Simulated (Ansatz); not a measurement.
`C=C[SiH2]C(=O)S`. The species carries charge 0 and has multiplicity 1. Geometry: relaxed with PBE0-D4/def2-TZVP. It is one conformer, not always the lowest.

```xyz
12

C    -0.334    0.881    2.190
C    -0.643   -0.048    1.291
Si   -0.690    0.298   -0.527
C     0.560   -0.891   -1.389
O     0.493   -2.082   -1.236
S     1.802   -0.104   -2.404
H    -0.098    1.902    1.903
H    -0.302    0.665    3.255
H    -0.866   -1.057    1.633
H    -0.315    1.709   -0.798
H    -2.006   -0.022   -1.135
H     2.398   -1.250   -2.783
```

Q: What is the dipole moment at r2SCAN/def2-TZVPP? (Estimate.)

A: The calculation gave: 1.60 D, with components (0.01, 1.33, 0.90) D in this frame, pointing from negative to positive charge.

Q: And with PBE, B3LYP, ωB97M-V? (An estimate is asked.)

A: The calculation gave: PBE 1.51 D, B3LYP 1.71 D, ωB97M-V 1.76 D.

Q: Give the Mulliken charges with r2SCAN, B3LYP, PBE in def2-TZVPP. (Estimate.)

A: Computed: 
```
atom  r2SCAN  B3LYP    PBE
  C1   -0.12  -0.18  -0.17
  C2   -0.21  -0.20  -0.15
 Si3    0.35   0.35   0.25
  C4    0.14   0.11   0.11
  O5   -0.30  -0.27  -0.23
  S6   -0.11  -0.11  -0.12
  H7    0.08   0.10   0.09
  H8    0.08   0.11   0.10
  H9    0.09   0.11   0.10
 H10   -0.06  -0.07  -0.05
 H11   -0.06  -0.06  -0.05
 H12    0.11   0.11   0.12
```

B3LYP here is the variant with VWN-RPA as its local correlation; programs differ in this.
